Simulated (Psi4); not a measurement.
C2F2N (SMILES N#C[C](F)F), doublet (typed; the unrestricted solution is spin-contaminated), geometry from GFN2-xTB; Psi4 1.11 with HF/def2-TZVP.

The Psi4 input:
```
memory 2 GB

molecule mol {
0 2
C     0.002648   -0.068288   -0.335192
C    -0.007926    0.204371    1.003159
F     1.103691   -0.189634   -1.050853
F    -1.087030   -0.239978   -1.057905
N    -0.016898    0.435715    2.138718
}

set {
  basis def2-tzvp
  reference uhf
}

energy('scf')
print_variables()
```

It wrote (shortened):

```
   => Loading Basis Set <=

    Name: DEF2-TZVP
    Role: ORBITAL
    Keyword: BASIS

         ---------------------------------------------------------
                                   SCF
               by Justin Turney, Rob Parrish, Andy Simmonett
                          and Daniel G. A. Smith
                              UHF Reference
         ---------------------------------------------------------

  ==> Geometry <==

    Molecular point group: c1
    Full point group: C1

    Geometry (in Angstrom), charge = 0, multiplicity = 2:

       Center              X                  Y                   Z               Mass
    ------------   -----------------  -----------------  -----------------  -----------------
         C            0.002429941097    -0.062661720224    -0.307576111410    12.000000000000
         C           -0.008144058903     0.209997279776     1.030774888590    12.000000000000
         F            1.103472941097    -0.184007720224    -1.023237111410    18.998403162730
         F           -1.087248058903    -0.234351720224    -1.030289111410    18.998403162730
         N           -0.017116058903     0.441341279776     2.166333888590    14.003074004430

  Running in c1 symmetry.

  Rotational constants: A =      0.36957  B =      0.13526  C =      0.09902 [cm^-1]
  Rotational constants: A =  11079.55102  B =   4054.92354  C =   2968.50294 [MHz]
  Nuclear repulsion =  148.347844277055373

  Charge       = 0
  Multiplicity = 2
  Electrons    = 37
  Nalpha       = 19
  Nbeta        = 18

  ==> Algorithm <==

  SCF Algorithm Type is DF.
  DIIS enabled.
  MOM disabled.
  Fractional occupation disabled.
  Guess Type is SAD.
  Energy threshold   = 1.00e-06
  Density threshold  = 1.00e-06
  Integral threshold = 1.00e-12

  ==> Primary Basis <==

  Basis Set: DEF2-TZVP
    Blend: DEF2-TZVP
    Number of shells: 55
    Number of basis functions: 155
    Number of Cartesian functions: 180
    Spherical Harmonics?: true
    Max angular momentum: 3

   => Loading Basis Set <=

    Name: (DEF2-TZVP AUX)
    Role: JKFIT
    Keyword: DF_BASIS_SCF

  ==> Integral Setup <==

  SCF_SUBTYPE=INCORE selected. In-core MEM_DF algorithm will be used.
  Using in-core AOs.

  ==> MemDFJK: Density-Fitted J/K Matrices <==

    J tasked:                   Yes
    K tasked:                   Yes
    wK tasked:                   No
    Algorithm:                 Core
    Schwarz Cutoff:           1E-12
    Mask sparsity (%):       4.0541
[...]
   @DF-UHF iter  14:  -329.12484655921060   -8.11451e-07   1.41522e-06 DIIS
   @DF-UHF iter  15:  -329.12484663073650   -7.15259e-08   6.20203e-07 DIIS
  Energy and wave function converged.

  ==> Post-Iterations <==

   @Spin Contamination Metric:   2.114362635E-01
   @S^2 Expected:                7.500000000E-01
   @S^2 Observed:                9.614362635E-01
   @S   Expected:                5.000000000E-01
   @S   Observed:                5.000000000E-01

    Orbital Energies [Eh]
    ---------------------

    Alpha Occupied:

[...]
      19A     -0.422432

    Alpha Virtual:

[...]
     155A     59.033728

    Beta Occupied:

[...]
    Beta Virtual:

[...]
    Final Occupation by Irrep:
              A
    DOCC [    18 ]
    SOCC [     1 ]
    NA   [    19 ]
    NB   [    18 ]

  @DF-UHF Final Energy:  -329.12484663073650

   => Energetics <=

    Nuclear Repulsion Energy =            148.3478442770553727
    One-Electron Energy =                -748.0232219423191964
    Two-Electron Energy =                 270.5505310345272960
    Total Energy =                       -329.1248466307364993

  UHF NO Occupations:
  HONO-2 :   17  A 1.9598046
  HONO-1 :   18  A 1.9398293
  HONO-0 :   19  A 1.0000000
  LUNO+0 :   20  A 0.0601707
  LUNO+1 :   21  A 0.0401954
  LUNO+2 :   22  A 0.0045683
  LUNO+3 :   23  A 0.0013166

Computation Completed

Properties will be evaluated at   0.000000,   0.000000,   0.000000 [a0]

Properties computed using the SCF density matrix

 Multipole Moments:

 ------------------------------------------------------------------------------------
     Multipole            Electronic (a.u.)      Nuclear  (a.u.)        Total (a.u.)
 ------------------------------------------------------------------------------------

 L = 1.  Multiply by 2.5417464519 to convert [e a0] to [Debye]
 Dipole X            :          0.0196377           -0.0152561            0.0043816
 Dipole Y            :         -0.5063845            0.3933793           -0.1130052
 Dipole Z            :         -2.4856000            1.9309106           -0.5546895
 Magnitude           :                                                    0.5661005

 ------------------------------------------------------------------------------------

  Variable Map:
  ----------------------------------------------------------------------------
[...]
  Array Variable Map:
  ----------------------------------------------------------------------------
[...]
[...]
```
